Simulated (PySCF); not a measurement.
## A small calculation by hand: chemical shift, span and skew from a shielding tensor

H₆OSeSi₂, SMILES [SiH3]O[Se][SiH3]. Atoms are numbered in the order given.

```xyz
10

Se     0.1356     0.2080     0.9075
Si     1.6859     1.0701    -0.5384
H      2.7620     0.0741    -0.8041
H      2.2376     2.2679     0.1622
H      1.0341     1.4620    -1.8212
O     -0.3429    -1.1570    -0.2193
Si    -1.7805    -0.9820    -1.0779
H     -2.9445    -0.8477    -0.1520
H     -1.9066    -2.2242    -1.8902
H     -1.7245     0.2181    -1.9669
```
Charge 0, spin multiplicity 1.

Geometry: PBE0-D3(BJ)/def2-SVP. The structure was generated by enumeration, and PubChem lists no compound with its InChIKey, so it may never have been made. One conformer was computed; it need not be the lowest.

GIAO shieldings from PBE/pcSseg-1 (PySCF), non-relativistic, no solvent. The symmetric part of the tensor of Si7 has the principal values 290.6, 304.5, 458.6 ppm. The same nucleus in TMS has σ = 335.4 ppm at this level (PySCF, at its B3LYP-D3(BJ)/def2-TZVP geometry).

Task: Work out the isotropic shielding, the ²⁹Si shift against TMS, the span and the skew.

Result: 
σ(iso) = (σ11 + σ22 + σ33)/3 = 351.2 ppm. δ = σ(ref) − σ(iso) = 335.4 − (351.2) = -15.8 ppm.
Span Ω = σ33 − σ11 = 168.0 ppm. Skew κ = 3(σ(iso) − σ22)/Ω = 0.83. Tumbling in solution averages the tensor to δ; in a static solid the shielding alone would spread this spin-1/2 line over Ω.
